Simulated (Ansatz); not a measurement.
Ideal-gas functions of F₃HHfS, SMILES `[F][Hf]([F])([F])[SH]` at 600 K and 1 bar, from an Ansatz frequency run at PBE0-D4/def2-TZVP.

Molar mass 268.56 g/mol, point group Cs (symmetry number 1), electronic degeneracy 1, moments of inertia 184.78, 299.604, 307.023 u Å². Harmonic wavenumbers (cm⁻¹, unscaled): 49, 117, 131, 157, 170, 176, 360, 523, 650, 657, 668, 2683.

Use S(trans) = R[1.5 ln M + 2.5 ln T − 1.1517]; rotational temperatures θ = 24.2544 K / I; S(rot) = R[ln(√π/σ · √(T³/θAθBθC)) + 1.5]; for each mode x = 1.438777 ν̃/T, S = R[x/(eˣ − 1) − ln(1 − e⁻ˣ)] and H = RT x/(eˣ − 1); 1 cm⁻¹ = 0.0119627 kJ/mol; R = 8.31446 J/(mol·K).

Question: By hand: the entropy, in J/(mol·K).

Answer: Translation 193.1. Rotation: θ = 0.1313, 0.081, 0.079 K, giving 126.5. Vibration, mode by mode: 26.12, 18.91, 17.98, 16.49, 15.83, 15.55, 9.79, 6.96, 5.42, 5.34, 5.23, 0.10, in all 143.7. Electronic 0.0. Sum 463.3 J/(mol·K).

Question: By hand: H − E and G − E in kJ/mol, counted from the electronic energy.

Answer: Zero-point energy ½ × 6341 × 0.0119627 = 37.9; thermal vibration 37.3; translation, rotation and pV give 4 RT = 20.0. H − E = 95.2 kJ/mol, and G − E = 95.2 − 600 × 463.3/1000 = -182.8 kJ/mol.

Vibration gives 31 % of the entropy, 63.0 J/(mol·K) of it from the modes under 150 cm⁻¹: soft modes count most, and the harmonic formula is weakest for them. The sum counts one conformer and one mirror image; others add a mixing term.
